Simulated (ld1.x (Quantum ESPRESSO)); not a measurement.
**H (Z = 1): PAW pseudisation with PBE, scalar-relativistic reference atom.**

ld1.x (Quantum ESPRESSO) 7.5 input, shortened:

```
&input
   title='H', zed=1., rel=1, dft='PBE', iswitch=3,
   config='1s1 2p-2'
 /
 &inputp
   pseudotype=3, lpaw=.true., tm=.true., lloc=-2, rcloc=0.90,
   nlcc=.false.,
   which_augfun='BG', rmatch_augfun=0.95
 /
4
1S  1  0   1.00   0.00  1.25  1.45  0.0
1S  1  0   0.00   3.10  1.25  1.45  0.0
2P  2  1  -2.00   0.20  0.95  1.20  0.0
2P  2  1  -2.00   1.65  0.95  1.20  0.0
 &test
   configts(1)='1s1'
 /
```

- Cutoffs needed: 10 Ry and 18 Ry (the cutoffs (Ry, on a coarse ladder) from which the occupation-weighted sum of valence levels, in a spherical-Bessel basis at the reference potential, stays within 10 and 1 mRy of its value at 400 Ry)
- Ghost test: no extra level below or beside the all-electron valence levels (s, p, d, f tested) (spherical-Bessel basis up to 400 Ry, 20 bohr box)
- Lowest eigenvalue of the overlap operator: 0.67 (s channel)
